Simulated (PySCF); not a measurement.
An unknown shows these calculated signals:

¹H NMR (500 MHz, computed): δ 4.85 (m, 1H), 3.40 (s, 3H), 2.09 (m, 1H), 1.45 (m, 1H).

¹³C{¹H} NMR (computed): δ 182.4 (C), 84.7 (CH), 72.4 (C), 56.7 (CH3), 24.1 (CH2).

Non-relativistic Hamiltonian, a single conformation, one averaged value for each set of equivalent atoms, isolated molecule. Geometry: GFN2-xTB; NMR shieldings at PBE0/pcSseg-1/GIAO; PySCF 2.14.0 with density-fitted response routines.

Shifts are taken against calculated references (same method and geometry level): ¹H (31.72 ppm), ¹³C (186.93 ppm) against TMS.

Task: Which of these does the molecule contain: a heteroaromatic ring, an S-methyl group, a three-membered ring, a methoxy group, a Si–H bond?

Result: 
- A heteroaromatic ring: no.
- An S-methyl group: no.
- A three-membered ring: yes.
- A methoxy group: yes (δC 56.7; δH 3.40 (s)).
- A Si–H bond: no.

The data belong to `CO[C@@]1(C(=O)Cl)C[C@@H]1F`, C₅H₆ClFO₂; they needn't prove each group on their own.

Carbon signals by region: 1 in the far downfield region (above 160 ppm), 3 at 50–100 ppm, 1 below 50 ppm. Above 160 ppm: 182.4, carbonyl carbon.

Carbons that carry Cl, above all several Cl atoms, come out too deshielded, partly because spin–orbit coupling is missing. Splittings by ¹⁹F in the carbon and heteronuclear signals aren't shown, as no couplings were computed. Shifts are as computed. Against solution values, carbons near 30 ppm lie about +3 ppm off and those near 130 ppm about +5 ppm; carbons on Cl a further +6 ppm. Of 1211 compounds with measured shifts, 218 miss one by over three times the rms of a fit or turn the order of signals round; such compounds aren't used in these exercises. No couplings were computed; multiplicities are counted from neighbouring protons, with m where these are inequivalent, close in shift, in a saturated or five-membered ring or joined by F or P, and br s for small geminal =CH2 splittings.
